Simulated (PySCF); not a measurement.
Si(F)2(OH)(SeH) (F2H2OSeSi), SMILES O[Si](F)(F)[SeH]. Geometry: PBE-D3(BJ)/def2-SVP. The structure was generated by enumeration, and PubChem lists no compound with its InChIKey, so it may never have been made. One conformer was computed; it need not be the lowest.

All values below come from PySCF with PBE-D3(BJ)/def2-SVP.

Harmonic wavenumbers (cm⁻¹): 142, 160, 166, 248, 271, 297, 327, 458, 644, 784, 807, 953, 965, 2358, 3769. Rotational constants (GHz): 3.832, 1.424, 1.399; symmetry number 1.

### Question
Work out the zero-point energy and the ideal-gas rigid-rotor harmonic-oscillator thermochemistry at 298.15 K and 1 atm.

### Answer
ZPE = ½ Σ hcν = ½ × 12350 cm⁻¹ = 73.87 kJ/mol. H − E(el) = 95.07 kJ/mol. Entropy in J/(mol K): translation 172.28, rotation 117.71, vibration 65.47, total 355.46. G − E(el) = -10.91 kJ/mol. Cp = 104.09 J/(mol K). Modes under 150 cm⁻¹ make the vibrational entropy uncertain.
